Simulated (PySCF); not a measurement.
BBr3, SMILES [B-](Br)(Br)Br, charge -1, multiplicity 2. The structure is a stationary point at PBE-D3(BJ)/def2-SVPD.

Calculation: PBE-D3(BJ)/def2-SVPD (PySCF).

Harmonic wavenumbers (cm⁻¹): 124, 124, 191, 388, 585, 585. Rotational constants (GHz): 1.102, 1.102, 0.5549; symmetry number 3.

Work out the zero-point energy and the ideal-gas rigid-rotor harmonic-oscillator thermochemistry at 298.15 K and 1 atm.

ZPE = ½ Σ hcν = ½ × 1997 cm⁻¹ = 11.94 kJ/mol. H − E(el) = 28.72 kJ/mol. Entropy in J/(mol K): translation 177.63, rotation 118.67, vibration 42.93, spin 5.76, total 344.99. G − E(el) = -74.14 kJ/mol. Cp = 72.31 J/(mol K). Modes under 150 cm⁻¹ make the vibrational entropy uncertain.
